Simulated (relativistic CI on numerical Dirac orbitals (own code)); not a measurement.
Calculated at this level of theory: Dirac-Coulomb-Breit CI, orbitals from a KLI potential per configuration, a model potential for QED, unscaled Slater integrals (own radial code, finite nucleus).

The strongest absorption lines from the ground level of an ion, among the configurations computed and to levels below about 222 eV (vacuum wavelength in nm, gf): 10.294 (0.28), 10.473 (0.54), 10.701 (2.3), 10.859 (1), 10.933 (1), 11.218 (0.75), 11.538 (0.11), 19.351 (0.16).

**Question.** Which ion is it?
A. As¹⁷⁺
B. Y²³⁺
C. Rb²¹⁺
D. Br¹⁹⁺

**Answer.** D. Br¹⁹⁺ has 16 electrons and the ground level 3s²3p⁴ ³P2; the strongest line goes to 3s²3p³3d ³D°3. The pattern of lines fixes the number of electrons, and along that sequence the line energies rise steadily with the charge (about as its square where n changes within one kind of shell, about linearly where n is kept but much faster in heavy ions where fine structure, which grows about as Z⁴, sets the gap, and irregularly where shells cross), which fixes Z. Configurations outside the model, such as inner-shell arrays, can give stronger lines. At this charge energies of transitions that change n are usually good to better than 1 %, and those within a shell (Δn = 0) to a few per cent.

LS names give the leading component of a level, which can be under half, so a name can repeat, a term be missing and a line seem to break the LS rules.
